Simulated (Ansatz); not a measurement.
Reaction (redistribution): `[CH3][In]([SH])[SiH2]O` + `[SiH3]CCBr` → `[CH3][In]([SH])[Br]` + `O[SiH2]CC[SiH3]`

Program: Ansatz. Geometries: PBE0-D4/def2-TZVP. ΔE: electronic, gas phase. CCSD(T)/CBS adds triple-zeta CCSD(T) − MP2 to the extrapolated MP2 energy (def2 sets, frozen cores). Functionals use def2-TZVPP. Elements past krypton have def2 core potentials. For Br, In outer-core shells are correlated without core-valence functions, which leaves a few kJ/mol of doubt a bond. Scalar relativity is left out up to krypton. One conformer a species, not always the lowest.

```
         level  ΔE (eV)
        r2SCAN    -1.71
CCSD/CBS(def2)    -1.77
```

**Question.** What does CCSD(T)/CBS give? (Best estimate.)

**Answer.** Computed: -1.75 eV. The listed levels differ from it by 0.04, -0.02 eV.

Largest T1 diagnostic among the species: 0.013.

In def2-TZVPP, CCSD(T) changes the Hartree–Fock value by +0.21 eV (the triples alone add +0.02 eV) and MP2 by +0.16 eV. From PBE to PBE0 (25 % exact exchange), in def2-TZVPP and without D4, ΔE moves by −0.12 eV.
